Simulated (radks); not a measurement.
Values are calculated unless marked as measured or tabulated.
All-electron atom: Sm XLIV in [Ar] 3d1 (the NIST ground configuration). Code: a radial shooting solver on a logarithmic mesh with Libxc functionals. Model: scalar-relativistic Kohn-Sham, PBE, spin-unpolarised, spherical densities, point nucleus.

Unscreened Slater integrals over Kohn-Sham orbitals (hartree).

| integral | value |
|---|---|
| F0(3d,3d) | 4.4069 |
| F2(3d,3d) | 2.2809 |
| F4(3d,3d) | 1.4762 |
| F0(3d,3p) | 4.0734 |
| F2(3d,3p) | 1.9568 |
| G1(3d,3p) | 2.0672 |
| G3(3d,3p) | 1.3906 |
| F0(3d,3s) | 4.0151 |
| G2(3d,3s) | 1.5680 |
| F0(3d,2p) | 5.5734 |
| F2(3d,2p) | 1.6990 |
| G1(3d,2p) | 1.5963 |
| G3(3d,2p) | 0.92079 |
| F0(3p,3p) | 3.8802 |
| F2(3p,3p) | 1.9474 |
| F0(3p,3s) | 3.8266 |
| G1(3p,3s) | 2.4810 |
| F0(3p,2p) | 5.1400 |
| F2(3p,2p) | 1.3047 |
| G0(3p,2p) | 0.51972 |
| G2(3p,2p) | 0.57333 |
| F0(3s,3s) | 3.7849 |
| F0(3s,2p) | 4.9593 |
| G1(3s,2p) | 0.50949 |
| F0(2p,2p) | 10.766 |
| F2(2p,2p) | 5.1062 |

Derived for the open shells (J is the average intra-shell exchange parameter used in DFT+U). 3d: Racah B = F2/49 - 5 F4/441 = 0.02981 hartree, C = 35 F4/441 = 0.1172 hartree, C/B = 3.93, F4/F2 = 0.647, J = (F2 + F4)/14 = 0.2684 hartree.
